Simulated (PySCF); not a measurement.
Molecular orbitals of GaO

M06-2X at R = 1.732 Å; Ga cc-pVDZ-PP with ECP10, O cc-pVDZ; scalar-relativistic core potentials (PySCF 2.14). State: ²Σ⁺ (doublet), unpaired electrons σ ↑. Only the outer orbitals are listed, counted within each symmetry, core potentials removing the inner ones.

```
spin  orbital  occ.  ε (eV)  on Ga (%)           main shells (%)
   α       6σ     1  -12.93         36           60 O p, 34 Ga s
   α       3π     1   -9.76         12            88 O p, 9 Ga p
   α       3π     1   -9.76         12            88 O p, 9 Ga p
   α       7σ     1   -9.12         75  50 Ga s, 25 Ga p, 25 O p
   α       4π     0   -0.45         93                   90 Ga p
   α       4π     0   -0.45         93                   90 Ga p
   α       8σ     0    2.03         99  79 Ga p, 11 Ga d, 9 Ga s
   β       5σ     1  -25.31         42           58 O s, 36 Ga d
   β       6σ     1  -10.53         67           64 Ga s, 28 O p
   β       3π     1   -8.98         17           83 O p, 13 Ga p
   β       3π     1   -8.98         17           83 O p, 13 Ga p
   β       7σ     0   -3.27         54  46 O p, 27 Ga p, 27 Ga s
   β       4π     0   -0.18         90           87 Ga p, 10 O p
   β       4π     0   -0.18         90           87 Ga p, 10 O p
```

**Question.** Which are the highest filled and the lowest empty level, where do they sit, and how wide is the gap?

**Answer.** Highest filled β 3π at -8.98 eV (in %: 83 O p, 13 Ga p); lowest empty β 7σ at -3.27 eV (in %: 46 O p, 27 Ga p, 27 Ga s); the gap at M06-2X is 5.71 eV.

```
bond order (Mayer)                              : 1.79
⟨S²⟩                                            : 0.773
charge on Ga (Mulliken, basis-dependent)        : 0.48
charge on Ga (Löwdin, basis-dependent)          : 0.44
dipole moment (positive dipole means Ga(−)O(+)) : -3.78 D
```

Spin–orbit coupling is left out. The state is the lowest determinant that a PBE0 search found; another state may lie lower at other levels.
